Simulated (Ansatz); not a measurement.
Relaxation of Au2F2 with RKS PBE0-D4/def2-TZVP.

```sh
$ ansatz run in.yaml --threads 4 --pin off --events-out ev --progress --plain --max-ram 3916MiB
```

```yaml
crystal:
  periodic: [false, false, false]
  atoms:
    - {symbol: Au, position_ang: [1.009080, -0.161020, 1.188350]}
    - {symbol: Au, position_ang: [-1.036810, -0.067500, -1.173310]}
    - {symbol: F, position_ang: [-1.375150, 0.337950, 0.880460]}
    - {symbol: F, position_ang: [1.402870, -0.109420, -0.895500]}
basis:
  gaussian: {orbitals: def2-TZVP}
hamiltonian: {xc: pbe0, dispersion: d4}
scf: {lower_state_search: "off"}
output: {orbitals: {seedname: orbitals}}
relax: {f_tol: 0.02, max_steps: 100}
```

It took 40 s on 4 threads of Arm Neoverse V2 on a shared host.

Positions (Å) and forces (eV/Å) at steps 1, 2, 4, 5, 6, 7, 8, 9, 10, 13, 14, 15, 16, 17, 18, 19, 20, 21, 22, 25 of 25:

```xyz
4
step=1 energy=-12815.9962 eV
Au    1.009   -0.161    1.188   -0.174    0.125   -0.477
Au   -1.037   -0.068   -1.173    0.208    0.138    0.453
F    -1.375    0.338    0.880    0.202   -0.178   -0.309
F     1.403   -0.109   -0.895   -0.236   -0.085    0.332
4
step=2 energy=-12816.0364 eV
Au    0.953   -0.125    1.137    0.006    0.052    0.086
Au   -0.973   -0.040   -1.126    0.005    0.041   -0.093
F    -1.376    0.307    0.896   -0.110   -0.026    0.133
F     1.396   -0.142   -0.907    0.099   -0.067   -0.126
4
step=4 energy=-12816.0571 eV
Au    0.895   -0.015    1.042    0.090   -0.039   -0.056
Au   -0.889    0.065   -1.045   -0.097   -0.009    0.060
F    -1.505    0.218    0.977    0.034    0.013   -0.121
F     1.499   -0.268   -0.973   -0.027    0.035    0.117
4
step=5 energy=-12816.0615 eV
Au    0.915   -0.042    1.066    0.023   -0.007   -0.074
Au   -0.915    0.041   -1.066   -0.023    0.008    0.074
F    -1.477    0.239    0.956   -0.007   -0.003   -0.058
F     1.478   -0.238   -0.956    0.007    0.002    0.058
4
step=6 energy=-12816.0647 eV
Au    0.925   -0.044    1.051    0.020   -0.009   -0.113
Au   -0.926    0.043   -1.051   -0.020    0.010    0.113
F    -1.503    0.242    0.956    0.012   -0.008   -0.091
F     1.503   -0.241   -0.956   -0.012    0.007    0.091
4
step=7 energy=-12816.0774 eV
Au    0.959   -0.051    1.002    0.030   -0.009   -0.078
Au   -0.959    0.050   -1.002   -0.030    0.009    0.078
F    -1.577    0.250    0.950   -0.013   -0.002   -0.059
F     1.577   -0.250   -0.950    0.013    0.002    0.059
4
step=8 energy=-12816.0792 eV
Au    0.962   -0.054    0.993    0.039   -0.008   -0.082
Au   -0.962    0.049   -0.993   -0.039    0.012    0.081
F    -1.593    0.255    0.951   -0.006   -0.006   -0.070
F     1.593   -0.250   -0.952    0.005    0.002    0.070
4
step=9 energy=-12816.0929 eV
Au    1.034   -0.080    0.884    0.038    0.010    0.133
Au   -1.037    0.055   -0.882   -0.035    0.002   -0.136
F    -1.785    0.288    0.952   -0.053    0.006    0.089
F     1.788   -0.263   -0.954    0.050   -0.018   -0.086
4
step=10 energy=-12816.0932 eV
Au    1.063   -0.076    0.865    0.052   -0.010   -0.098
Au   -1.059    0.067   -0.862   -0.049    0.016    0.111
F    -1.857    0.289    0.959    0.067   -0.019   -0.125
F     1.853   -0.280   -0.962   -0.070    0.013    0.112
4
step=13 energy=-12816.0968 eV
Au    1.074   -0.072    0.892    0.027   -0.001    0.036
Au   -1.029    0.068   -0.868    0.033   -0.002    0.024
F    -1.832    0.281    0.943   -0.034    0.003   -0.023
F     1.787   -0.276   -0.966   -0.026    0.001   -0.038
4
step=14 energy=-12816.1205 eV
Au    1.125   -0.071    0.931    0.066   -0.004    0.081
Au   -0.962    0.065   -0.851    0.122   -0.007    0.186
F    -1.866    0.278    0.910   -0.085    0.004   -0.147
F     1.703   -0.272   -0.990   -0.103    0.007   -0.120
4
step=15 energy=-12816.2041 eV
Au    1.252   -0.089    0.928    0.096   -0.005    0.111
Au   -0.910    0.064   -0.751    0.199    0.004    0.496
F    -2.048    0.299    0.859    0.036   -0.030   -0.443
F     1.706   -0.273   -1.036   -0.331    0.031   -0.165
4
step=16 energy=-12816.4709 eV
Au    1.358   -0.080    0.994    0.068   -0.003    0.091
Au   -0.766    0.051   -0.680    0.301    0.009    1.165
F    -2.115    0.292    0.777    0.289   -0.079   -0.959
F     1.522   -0.262   -1.091   -0.658    0.073   -0.298
4
step=17 energy=-12816.9159 eV
Au    1.430   -0.087    1.049    0.186    0.018    0.539
Au   -0.614    0.031   -0.560   -0.479    0.155    1.470
F    -2.165    0.296    0.669    0.727   -0.168   -1.222
F     1.349   -0.240   -1.158   -0.434   -0.005   -0.787
4
step=18 energy=-12817.2796 eV
Au    1.495   -0.087    1.144    0.264    0.006    0.490
Au   -0.526    0.031   -0.386    0.086   -0.027   -0.284
F    -2.172    0.287    0.522   -0.228    0.031    0.097
F     1.204   -0.232   -1.279   -0.122   -0.010   -0.303
4
step=19 energy=-12817.2815 eV
Au    1.488   -0.069    1.340   -0.748    0.041   -0.582
Au   -0.499    0.024   -0.436    0.783   -0.039    0.641
F    -2.109    0.279    0.534   -0.282    0.045    0.185
F     1.120   -0.234   -1.439    0.246   -0.047   -0.243
4
step=20 energy=-12817.1517 eV rejected
Au    1.468   -0.066    1.402   -0.104    0.013    0.033
Au   -0.373    0.009   -0.347   -2.647    0.425    0.880
F    -2.102    0.281    0.486    0.700   -0.098    0.272
F     1.008   -0.223   -1.540    2.051   -0.340   -1.185
4
step=21 energy=-12817.3502 eV
Au    1.412   -0.062    1.348   -0.353    0.024   -0.224
Au   -0.464    0.021   -0.427    0.329   -0.018    0.222
F    -2.069    0.278    0.561   -0.129    0.025    0.157
F     1.120   -0.237   -1.482    0.153   -0.030   -0.154
4
step=22 energy=-12817.3749 eV
Au    1.330   -0.050    1.403   -0.197    0.013   -0.125
Au   -0.434    0.017   -0.448    0.156   -0.007    0.120
F    -2.007    0.274    0.601   -0.031    0.009    0.085
F     1.111   -0.241   -1.556    0.073   -0.015   -0.080
4
step=25 energy=-12817.3901 eV
Au    1.179   -0.028    1.500    0.004    0.000    0.004
Au   -0.385    0.009   -0.490    0.008   -0.001    0.017
F    -1.885    0.267    0.673   -0.012    0.001   -0.006
F     1.092   -0.248   -1.682    0.000   -0.001   -0.015
```

In the def2 sets Au takes a core potential; there is no spin–orbit coupling. The relaxation made no stability test and no search for a lower SCF solution. No other spin state of charge 0 was run. The structure comes from a short search, and lower isomers may exist.
